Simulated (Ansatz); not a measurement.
Total energies of H8O2Si3 (`O[SiH]([SiH3])O[SiH3]`).

```xyz
13

O    -2.175   -0.313    1.171
Si   -0.947    0.587    0.557
Si   -0.817    0.351   -1.780
O     0.486    0.157    1.215
Si    1.986   -0.455    1.002
H    -2.223   -1.240    0.933
H    -1.257    1.971    0.986
H    -0.688   -1.090   -2.140
H    -2.049    0.883   -2.424
H     0.360    1.077   -2.331
H     2.180   -0.836   -0.424
H     2.149   -1.657    1.856
H     2.996    0.564    1.379
```

The species carries charge 0 and has multiplicity 1. Geometry: relaxed with PBE0-D4/def2-TZVP. It is one conformer, not always the lowest. Basis def2-TZVPP, the Gaussian-basis code of Ansatz.

RPA on PBE orbitals: Hartree–Fock energy of these orbitals -1021.35064 Eh, correlation -1.46281 Eh (frozen core).

```csv
functional,energy without D4 (Eh),D4 term (kJ/mol)
LDA (SPW92),-1019.34162,–
PBE,-1023.33008,-30.9
revPBE,-1023.71508,-83.2
BLYP,-1023.91261,-65.9
r2SCAN,-1023.80630,-7.9
B97M-V,-1023.69466,–
PBE0,-1023.42504,-26.7
B3LYP,-1024.03325,-49.9
r2SCANh,-1023.79308,-8.5
r2SCAN0,-1023.77462,-9.4
HSE06 (plane-wave form),-1023.39776,-25.2
BHLYP,-1023.89450,-41.1
CAM-B3LYP,-1023.93527,-27.6
LC-ωPBE,-1023.60357,–
ωB97X-V,-1023.77556,–
ωB97M-V,-1023.83736,–
B2PLYP,-1023.50071,–
PBE-QIDH,-1023.15714,–
```

B3LYP takes the VWN-RPA correlation (the form of Gaussian; ORCA's B3LYP/G). HSE06 is the plane-wave form, built on full-range PBE exchange. The double hybrids freeze the cores in their second-order part.

LC-ωPBE has ω = 0.4 bohr⁻¹.
